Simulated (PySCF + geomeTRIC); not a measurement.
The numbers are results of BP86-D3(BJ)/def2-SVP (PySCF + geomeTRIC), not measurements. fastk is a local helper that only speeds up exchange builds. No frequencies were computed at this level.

```python
import json, numpy as np
from pyscf import gto, dft
from fastk import lowrank_exchange
atoms = """
Ta     0.025078    -0.005284     0.032895
O     -1.758089    -0.672839    -0.042903
H     -2.038361    -1.581577    -0.168436
O      0.957923     0.113603     1.686348
H      0.981968     0.841858     2.309970
O     -0.670012     1.669797     0.285933
H     -1.363780     2.318753     0.391481
O      0.671866    -1.678564    -0.217924
H      1.318018    -2.374158    -0.323973
O      0.921438     0.584612    -1.537039
H      0.937910     1.460832    -1.926805
"""
def scf(charge, spin, dm0=None):
    mol = gto.M(atom=atoms, basis='def2-svp', ecp={'Ta': 'def2-svp'}, charge=charge, spin=spin, verbose=3, max_memory=7560)
    mf = dft.KS(mol, xc='bp86').density_fit(auxbasis="def2-universal-jkfit")
    mf.disp = 'd3bj'
    mf.grids.level = 3
    mf.conv_tol = 1e-8
    mf.max_cycle = 120
    mf.level_shift = 0.25
    mf.kernel(dm0)
    if not mf.converged:
        mf = mf.newton().run(mf.mo_coeff, mf.mo_occ).undo_soscf()
    return mf
mf = scf(0, 0)
from pyscf.geomopt.geometric_solver import kernel as optimize
path = []
done, mol = optimize(mf, maxsteps=120, assert_convergence=False, callback=lambda env: path.append((env["energy"], bool(env["g_scanner"].converged))))
res = dict(converged=bool(done and path[-1][1]), energy=path[-1][0], path=[e for e, c in path], xyz=mol.atom_coords(unit="Angstrom").tolist(), nao=mol.nao)
json.dump(res, open("result.json", "w"))
```

Output:

```
converged SCF energy = -436.22472647373
Geometry optimization cycle 1
converged SCF energy = -436.224726469364
cycle 1: E = -436.224726469  dE = -436.225  norm(grad) = 0.110672
Geometry optimization cycle 2
converged SCF energy = -436.240074715314
cycle 2: E = -436.240074715  dE = -0.0153482  norm(grad) = 0.0409393
Geometry optimization cycle 3
converged SCF energy = -436.243293169672
cycle 3: E = -436.24329317  dE = -0.00321845  norm(grad) = 0.0138139
Geometry optimization cycle 4
converged SCF energy = -436.244004250597
cycle 4: E = -436.244004251  dE = -0.000711081  norm(grad) = 0.0110567
Geometry optimization cycle 5
converged SCF energy = -436.244444787258
cycle 5: E = -436.244444787  dE = -0.000440537  norm(grad) = 0.00903421
Geometry optimization cycle 6
converged SCF energy = -436.244766019265
cycle 6: E = -436.244766019  dE = -0.000321232  norm(grad) = 0.00234945
Geometry optimization cycle 7
converged SCF energy = -436.244797721151
cycle 7: E = -436.244797721  dE = -3.17019e-05  norm(grad) = 0.00188533
Geometry optimization cycle 8
converged SCF energy = -436.244849910558
cycle 8: E = -436.244849911  dE = -5.21894e-05  norm(grad) = 0.00306526
Geometry optimization cycle 9
converged SCF energy = -436.245019255157
cycle 9: E = -436.245019255  dE = -0.000169345  norm(grad) = 0.00714866
Geometry optimization cycle 10
converged SCF energy = -436.243979045982
cycle 10: E = -436.243979046  dE = 0.00104021  norm(grad) = 0.0449993
Geometry optimization cycle 11
converged SCF energy = -436.245243294096
cycle 11: E = -436.245243294  dE = -0.00126425  norm(grad) = 0.0108113
Geometry optimization cycle 12
converged SCF energy = -436.245372751747
cycle 12: E = -436.245372752  dE = -0.000129458  norm(grad) = 0.00606933
Geometry optimization cycle 13
converged SCF energy = -436.245637250281
cycle 13: E = -436.24563725  dE = -0.000264499  norm(grad) = 0.00510099
Geometry optimization cycle 14
converged SCF energy = -436.245872090266
cycle 14: E = -436.24587209  dE = -0.00023484  norm(grad) = 0.00515341
Geometry optimization cycle 15
converged SCF energy = -436.245976573985
cycle 15: E = -436.245976574  dE = -0.000104484  norm(grad) = 0.0030391
Geometry optimization cycle 16
converged SCF energy = -436.246035544168
cycle 16: E = -436.246035544  dE = -5.89702e-05  norm(grad) = 0.00276854
Geometry optimization cycle 17
converged SCF energy = -436.246126673366
cycle 17: E = -436.246126673  dE = -9.11292e-05  norm(grad) = 0.00175267
Geometry optimization cycle 18
converged SCF energy = -436.246135130429
cycle 18: E = -436.24613513  dE = -8.45706e-06  norm(grad) = 0.00113881
Geometry optimization cycle 19
converged SCF energy = -436.246139854819
cycle 19: E = -436.246139855  dE = -4.72439e-06  norm(grad) = 0.000826802
Geometry optimization cycle 20
converged SCF energy = -436.24614118266
cycle 20: E = -436.246141183  dE = -1.32784e-06  norm(grad) = 0.000788066
Geometry optimization cycle 21
converged SCF energy = -436.246138030278
cycle 21: E = -436.24613803  dE = 3.15238e-06  norm(grad) = 0.0010934
Geometry optimization cycle 22
converged SCF energy = -436.246134718808
cycle 22: E = -436.246134719  dE = 3.31147e-06  norm(grad) = 0.0010496
Geometry optimization cycle 23
converged SCF energy = -436.246135307225
cycle 23: E = -436.246135307  dE = -5.88418e-07  norm(grad) = 0.000775773
Geometry optimization cycle 24
converged SCF energy = -436.246137057287
cycle 24: E = -436.246137057  dE = -1.75006e-06  norm(grad) = 0.000593638
Geometry optimization cycle 25
converged SCF energy = -436.246138626904
cycle 25: E = -436.246138627  dE = -1.56962e-06  norm(grad) = 0.000473401
Geometry optimization cycle 26
converged SCF energy = -436.24613974806
cycle 26: E = -436.246139748  dE = -1.12116e-06  norm(grad) = 0.000400753
Geometry optimization cycle 27
converged SCF energy = -436.24614070926
cycle 27: E = -436.246140709  dE = -9.61199e-07  norm(grad) = 0.000356575
Geometry optimization cycle 28
converged SCF energy = -436.246141452883
cycle 28: E = -436.246141453  dE = -7.43623e-07  norm(grad) = 0.000323519
Geometry optimization cycle 29
converged SCF energy = -436.246142303029
cycle 29: E = -436.246142303  dE = -8.50146e-07  norm(grad) = 0.000295113
Geometry optimization cycle 30
converged SCF energy = -436.246143004935
cycle 30: E = -436.246143005  dE = -7.01905e-07  norm(grad) = 0.000279616
Geometry optimization cycle 31
converged SCF energy = -436.246143661618
cycle 31: E = -436.246143662  dE = -6.56683e-07  norm(grad) = 0.000263324
Geometry optimization cycle 32
converged SCF energy = -436.246144058972
cycle 32: E = -436.246144059  dE = -3.97354e-07  norm(grad) = 0.000256217
<class 'geometric.internal.Distance'> : 10
<class 'geometric.internal.Angle'> : 10
<class 'geometric.internal.LinearAngle'> : 2
<class 'geometric.internal.OutOfPlane'> : 4
<class 'geometric.internal.Dihedral'> : 19
<class 'geometric.internal.TranslationX'> : 1
<class 'geometric.internal.TranslationY'> : 1
<class 'geometric.internal.TranslationZ'> : 1
<class 'geometric.internal.RotationA'> : 1
<class 'geometric.internal.RotationB'> : 1
<class 'geometric.internal.RotationC'> : 1
Step    0 : Gradient = 3.337e-02/7.247e-02 (rms/max) Energy = -436.2247264694
Step    1 : Displace = 1.002e-01/1.651e-01 (rms/max) Trust = 1.000e-01 (=) Grad = 1.234e-02/2.491e-02 (rms/max) E (change) = -436.2400747153 (-1.535e-02) Quality = 0.476
Step    2 : Displace = 4.937e-02/7.346e-02 (rms/max) Trust = 1.000e-01 (=) Grad = 4.165e-03/7.951e-03 (rms/max) E (change) = -436.2432931697 (-3.218e-03) Quality = 1.219
Step    3 : Displace = 3.009e-02/5.182e-02 (rms/max) Trust = 1.414e-01 (+) Grad = 3.334e-03/5.604e-03 (rms/max) E (change) = -436.2440042506 (-7.111e-04) Quality = 0.932
Step    4 : Displace = 2.989e-02/4.931e-02 (rms/max) Trust = 2.000e-01 (+) Grad = 2.724e-03/5.546e-03 (rms/max) E (change) = -436.2444447873 (-4.405e-04) Quality = 1.237
Step    5 : Displace = 2.583e-02/4.577e-02 (rms/max) Trust = 2.828e-01 (+) Grad = 7.084e-04/1.527e-03 (rms/max) E (change) = -436.2447660193 (-3.212e-04) Quality = 1.140
Step    6 : Displace = 6.637e-03/1.132e-02 (rms/max) Trust = 3.000e-01 (+) Grad = 5.684e-04/1.285e-03 (rms/max) E (change) = -436.2447977212 (-3.170e-05) Quality = 1.399
Step    7 : Displace = 1.292e-02/2.591e-02 (rms/max) Trust = 3.000e-01 (=) Grad = 9.242e-04/1.702e-03 (rms/max) E (change) = -436.2448499106 (-5.219e-05) Quality = 1.523
Step    8 : Displace = 4.971e-02/1.048e-01 (rms/max) Trust = 3.000e-01 (=) Grad = 2.155e-03/4.013e-03 (rms/max) E (change) = -436.2450192552 (-1.693e-04) Quality = 1.359
Step    9 : Displace = 9.384e-02/2.031e-01 (rms/max) Trust = 3.000e-01 (=) Grad = 1.357e-02/3.057e-02 (rms/max) E (change) = -436.2439790460 (+1.040e-03) Quality = 0.002
Step   10 : Displace = 1.457e-02/3.774e-02 (rms/max) Trust = 4.692e-02 (-) Grad = 3.260e-03/5.493e-03 (rms/max) E (change) = -436.2452432941 (-1.264e-03) Quality = 1.047
Step   11 : Displace = 4.462e-02/8.769e-02 (rms/max) Trust = 6.635e-02 (+) Grad = 1.830e-03/3.585e-03 (rms/max) E (change) = -436.2453727517 (-1.295e-04) Quality = 0.694
Step   12 : Displace = 4.506e-02/9.892e-02 (rms/max) Trust = 6.635e-02 (=) Grad = 1.538e-03/2.768e-03 (rms/max) E (change) = -436.2456372503 (-2.645e-04) Quality = 1.653
Step   13 : Displace = 9.505e-02/2.067e-01 (rms/max) Trust = 9.384e-02 (+) Grad = 1.554e-03/3.192e-03 (rms/max) E (change) = -436.2458720903 (-2.348e-04) Quality = 0.567
Step   14 : Displace = 2.432e-02/5.480e-02 (rms/max) Trust = 9.384e-02 (=) Grad = 9.163e-04/1.521e-03 (rms/max) E (change) = -436.2459765740 (-1.045e-04) Quality = 1.077
Step   15 : Displace = 1.287e-02/2.868e-02 (rms/max) Trust = 1.327e-01 (+) Grad = 8.347e-04/1.415e-03 (rms/max) E (change) = -436.2460355442 (-5.897e-05) Quality = 1.549
Step   16 : Displace = 3.910e-02/8.896e-02 (rms/max) Trust = 1.877e-01 (+) Grad = 5.284e-04/1.352e-03 (rms/max) E (change) = -436.2461266734 (-9.113e-05) Quality = 0.932
Step   17 : Displace = 4.112e-03/6.233e-03 (rms/max) Trust = 2.654e-01 (+) Grad = 3.434e-04/8.751e-04 (rms/max) E (change) = -436.2461351304 (-8.457e-06) Quality = 0.968
Step   18 : Displace = 5.198e-03/9.867e-03 (rms/max) Trust = 3.000e-01 (+) Grad = 2.493e-04/4.946e-04 (rms/max) E (change) = -436.2461398548 (-4.724e-06) Quality = 0.624
Step   19 : Displace = 4.179e-03/8.441e-03 (rms/max) Trust = 3.000e-01 (=) Grad = 2.376e-04/5.186e-04 (rms/max) E (change) = -436.2461411827 (-1.328e-06) Quality = 0.290
Step   20 : Displace = 8.395e-03/1.666e-02 (rms/max) Trust = 3.000e-01 (=) Grad = 3.297e-04/8.585e-04 (rms/max) E (change) = -436.2461380303 (+3.152e-06) Quality = -0.340
Step   21 : Displace = 4.188e-03/7.954e-03 (rms/max) Trust = 4.197e-03 (-) Grad = 3.165e-04/7.905e-04 (rms/max) E (change) = -436.2461347188 (+3.311e-06) Quality = -0.579
Step   22 : Displace = 2.027e-03/3.656e-03 (rms/max) Trust = 2.094e-03 (-) Grad = 2.339e-04/4.386e-04 (rms/max) E (change) = -436.2461353072 (-5.884e-07) Quality = 0.071
Step   23 : Displace = 1.038e-03/2.136e-03 (rms/max) Trust = 1.013e-03 (-) Grad = 1.790e-04/2.973e-04 (rms/max) E (change) = -436.2461370573 (-1.750e-06) Quality = 0.716
Step   24 : Displace = 1.027e-03/2.174e-03 (rms/max) Trust = 1.013e-03 (=) Grad = 1.427e-04/2.058e-04 (rms/max) E (change) = -436.2461386269 (-1.570e-06) Quality = 0.687
Step   25 : Displace = 9.834e-04/2.138e-03 (rms/max) Trust = 1.013e-03 (=) Grad = 1.208e-04/1.586e-04 (rms/max) E (change) = -436.2461397481 (-1.121e-06) Quality = 0.529
Step   26 : Displace = 9.435e-04/2.082e-03 (rms/max) Trust = 1.013e-03 (=) Grad = 1.075e-04/1.532e-04 (rms/max) E (change) = -436.2461407093 (-9.612e-07) Quality = 0.464
Step   27 : Displace = 8.863e-04/1.993e-03 (rms/max) Trust = 1.013e-03 (=) Grad = 9.754e-05/1.479e-04 (rms/max) E (change) = -436.2461414529 (-7.436e-07) Quality = 0.368
Step   28 : Displace = 1.109e-03/2.543e-03 (rms/max) Trust = 1.013e-03 (=) Grad = 8.898e-05/1.422e-04 (rms/max) E (change) = -436.2461423030 (-8.501e-07) Quality = 0.314
Step   29 : Displace = 1.070e-03/2.480e-03 (rms/max) Trust = 1.013e-03 (=) Grad = 8.431e-05/1.371e-04 (rms/max) E (change) = -436.2461430049 (-7.019e-07) Quality = 0.254
Step   30 : Displace = 1.046e-03/2.409e-03 (rms/max) Trust = 1.013e-03 (=) Grad = 7.940e-05/1.313e-04 (rms/max) E (change) = -436.2461436616 (-6.567e-07) Quality = 0.235
Step   31 : Displace = 5.154e-04/1.163e-03 (rms/max) Trust = 5.067e-04 (-) Grad = 7.725e-05/1.283e-04 (rms/max) E (change) = -436.2461440590 (-3.974e-07) Quality = 0.292
Converged! =D
```

Cost: roughly 14 core-minutes.
